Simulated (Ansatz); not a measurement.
Reaction (isomerisation): `C[SiH2]C1=C[SiH2]1` → `C=C1C[SiH]1[SiH3]`

Calculated with Ansatz (gas phase, PBE0-D4/def2-TZVP geometries, no zero-point term in ΔE). CBS: MP2 limit from def2 TZ/QZ plus the TZ coupled-cluster correction, frozen cores. DFT in def2-TZVPP. B3LYP here is the variant with VWN-RPA as its local correlation; programs differ in this. Each species was taken in one conformer, which may not be the lowest.

```tsv
level	ΔE (kcal/mol)
r2SCAN-D4	12.9
ωB97M-V	16.0
B3LYP	12.9
HF/def2-TZVPP	18.3
CCSD(T)/def2-TZVPP	14.4
HF/def2-QZVPP	18.6
MP2/def2-QZVPP	17.2
SCS-MP2/def2-QZVPP	17.1
```

(1) What does CCSD(T)/CBS give? (An estimate is asked.)

Largest T1 diagnostic among the species: 0.013.

Answers

(1) Ansatz gave: +15.1 kcal/mol. The listed levels differ from it by -2.2, 0.9, -2.2, 3.2, -0.7, 3.5, 2.1, 2.0 kcal/mol.

In def2-TZVPP, CCSD(T) changes the Hartree–Fock value by −3.9 kcal/mol (the triples alone add −0.6 kcal/mol) and MP2 by −1.5 kcal/mol. From PBE to PBE0 (25 % exact exchange), in def2-TZVPP and without D4, ΔE moves by +2.2 kcal/mol.
